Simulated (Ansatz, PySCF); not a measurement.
Process, species as SMILES: N[SiH2][SiH2]N → N[SiH2][SiH2] + [NH2] (NH2) (the N-Si bond at the site shown breaks; other sites are not compared here)
Geometries: B3LYP-D3(BJ)/def2-TZVP minima from Ansatz (a program for electronic structure), one conformer each, not searched for the lowest.

Wanted: bond dissociation energy (enthalpy at 298 K, with B3LYP-D3(BJ) rigid-rotor harmonic-oscillator terms from PySCF), in kJ/mol. Valence correlation only, unless marked. UHF or UKS for open shells. Spin-orbit coupling is left out. Non-relativistic unless marked X2C. CBS(X,Y): correlation extrapolated as X^-3; Hartree-Fock from the larger set. The bracket is a focal-point correction in the basis named.

```
level                                                                             program  bond dissociation energy (kJ/mol)
-------------------------------------------------------------------------  --------------  ---------------------------------
B97M-V/def2-TZVPD                                                                  Ansatz                              395.1
B3LYP-D3(BJ)/def2-TZVPD                                                    Ansatz + dftd3                              394.3
B3LYP/def2-TZVPD                                                                   Ansatz                              383.6
PBE0/STO-3G                                                                        Ansatz                              440.0
PBE0/def2-TZVPD                                                                    Ansatz                              389.8
r2SCAN0-D4/def2-TZVPD                                                      Ansatz + dftd4                              381.3
MP2/CBS(aug-cc-pV(T+d)Z,aug-cc-pV(Q+d)Z)                                           Ansatz                              443.4
SCS-MP2/6-31G                                                                      Ansatz                              340.1
SCS-MP2/aug-cc-pV(D+d)Z                                                            Ansatz                              394.6
SCS-MP2/cc-pV(T+d)Z                                                                Ansatz                              420.1
CCSD/cc-pV(Q+d)Z                                                                   Ansatz                              401.1
CCSD/CBS(aug-cc-pV(T+d)Z,aug-cc-pV(Q+d)Z)                                          Ansatz                              405.6
X2C-CCSD(T)/cc-pVTZ-DK                                                             Ansatz                              396.3
RI-MP2/CBS(aug-cc-pV(T+d)Z,aug-cc-pV(Q+d)Z)+[CCSD(T)-MP2]/aug-cc-pV(T+d)Z          Ansatz                              416.2
CCSD(T)/CBS(aug-cc-pV(T+d)Z,aug-cc-pV(Q+d)Z)                                       Ansatz                              415.7
```
